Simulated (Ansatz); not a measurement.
One change: `FCCC[SiH3]` becomes `[SiH3]CCBr`.

Ansatz, PBE0-D4/def2-TZVP geometries, multiplicity 1. Each molecule was computed in one conformer, which needn't be the lowest.

Scalar relativity is left out up to krypton.

```json
{"property": "HOMO energy (B3LYP/def2-TZVPP) / eV", "`FCCC[SiH3]`": "-8.43"}
{"property": "size of the dipole moment (PBE/def2-TZVPP) / D", "`FCCC[SiH3]`": "1.44"}
{"property": "HOMO energy (PBE0/def2-TZVPP) / eV", "`FCCC[SiH3]`": "-8.63"}
{"property": "LUMO energy (ωB97M-V/def2-TZVPP) / eV", "`FCCC[SiH3]`": "2.16"}
{"property": "size of the dipole moment (B3LYP/def2-TZVPP) / D", "`FCCC[SiH3]`": "1.54"}
{"property": "HOMO energy (ωB97M-V/def2-TZVPP) / eV", "`FCCC[SiH3]`": "-10.89"}
```

Problem. Give the same properties after the change, and the shifts. (An estimate is asked.)

Solution. Ansatz gave: 
```csv
property,`[SiH3]CCBr`,shift
HOMO energy (B3LYP/def2-TZVPP) / eV,-7.61,0.82
size of the dipole moment (PBE/def2-TZVPP) / D,1.54,0.10
HOMO energy (PBE0/def2-TZVPP) / eV,-7.87,0.76
LUMO energy (ωB97M-V/def2-TZVPP) / eV,1.66,-0.50
size of the dipole moment (B3LYP/def2-TZVPP) / D,1.64,0.10
HOMO energy (ωB97M-V/def2-TZVPP) / eV,-10.11,0.78
```

With PBE0 the HOMO rises by 0.76 eV and the LUMO falls by 0.90 eV, so the gap narrows by about 1.66 eV. PBE moves the HOMO by 0.69 eV and ωB97M-V by 0.78 eV. Dipoles are sizes alone; their direction can turn.

B3LYP here is the variant with VWN-RPA as its local correlation; programs differ in this.

Spin–orbit coupling is left out; it splits and shifts lone-pair levels of the heavy atoms by tenths of an eV.
